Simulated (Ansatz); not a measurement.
One change: `[OH][Zr]([OH])([I])[I]` becomes `[OH][Hf]([OH])([I])[I]`.

Ansatz, PBE0-D4/def2-TZVP geometries, multiplicity 1. Each molecule was computed in one conformer, which needn't be the lowest.

Elements past krypton have def2 core potentials.  Spin–orbit coupling is left out; it splits and shifts lone-pair levels of the heavy atoms by tenths of an eV.

| property | `[OH][Zr]([OH])([I])[I]` |
| --- | --- |
| LUMO energy (ωB97M-V/def2-TZVPP) / eV | 0.04 |
| ideal-gas entropy at 298 K and 1 bar (rigid rotor, harmonic PBE0-D4/def2-TZVP) / J/(mol·K) | 431 |
| size of the dipole moment (B3LYP/def2-TZVPP) / D | 3.94 |
| HOMO energy (B3LYP/def2-TZVPP) / eV | -7.19 |
| LUMO energy (B3LYP/def2-TZVPP) / eV | -2.03 |
| HOMO energy (PBE/def2-TZVPP) / eV | -6.34 |

Q: Give the same properties after the change, and the shifts. (Estimate.)

A: The calculation gave: 
```csv
property,`[OH][Hf]([OH])([I])[I]`,shift
LUMO energy (ωB97M-V/def2-TZVPP) / eV,0.45,0.41
"ideal-gas entropy at 298 K and 1 bar (rigid rotor, harmonic PBE0-D4/def2-TZVP) / J/(mol·K)",437,6
size of the dipole moment (B3LYP/def2-TZVPP) / D,3.89,-0.05
HOMO energy (B3LYP/def2-TZVPP) / eV,-7.20,-0.01
LUMO energy (B3LYP/def2-TZVPP) / eV,-1.62,0.41
HOMO energy (PBE/def2-TZVPP) / eV,-6.36,-0.02
```

Dipoles are sizes alone; their direction can turn. Modes under 60 cm⁻¹, often nearly free rotors, make the harmonic entropy too high.

Positive LUMOs are unbound, so they and the gaps depend on the basis.

B3LYP here is the variant with VWN-RPA as its local correlation; programs differ in this.
